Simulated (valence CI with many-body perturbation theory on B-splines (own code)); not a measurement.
# Ni XV in brief

Method: valence CI with perturbative core correlation (CI+MBPT): four valence electrons over a frozen Dirac-Fock core [Ne], a basis of 9 s, 9 p, 8 d, 6 f, 3 g, 1 h functions for each j, with the one-electron correlation potential Σ1, the two-electron term Σ2, the three-electron term Σ3, Breit, model QED; selected CI, second order for the rest, scaled by the run's own slope (own B-spline code, finite nucleus).

No measured spectrum was set against this ion. As an estimate, levels of excited configurations hold to 0.05 to 0.15 % of their energy, terms of the ground configuration to about 0.5 %.

Rates and lifetimes use the calculated energies. Strong lines usually hold to 10 to 20 %, long lifetimes can be off by a factor of two.

(1) What is the ground level?

(2) Where does the other parity begin?

(3) How is the term 3P of the ground level split?

(4) What is the ionisation energy?

(5) Name the longest-lived excited levels whose lifetime is computed, and their main decay.

Answers

(1) 3s2 3p2 3P_0, composition 92 % 3s2 3p2 3P + 5 % 3s2 3p2 1S.

(2) At 3s 3p3 5S°_2, 254470 cm⁻¹.

(3) J = 0 at 0, J = 1 at 14910, J = 2 at 27406 cm⁻¹.

(4) 462.11 eV; NIST lists 462.8 ± 1.1 eV (semi-empirical).

(5) 3s2 3p2 3P_2 at 27406 cm⁻¹ lives 44.3 ms, mostly by M1 to 3s2 3p2 3P_1; 3s2 3p2 3P_1 at 14910 cm⁻¹ lives 17.6 ms, mostly by M1 to 3s2 3p2 3P_0; 3s2 3p2 1D_2 at 63002 cm⁻¹ lives 2.22 ms, mostly by M1 to 3s2 3p2 3P_2. The lifetime of 3s2 3p 3d 3F°_4 is too uncertain to give, and may be longer.
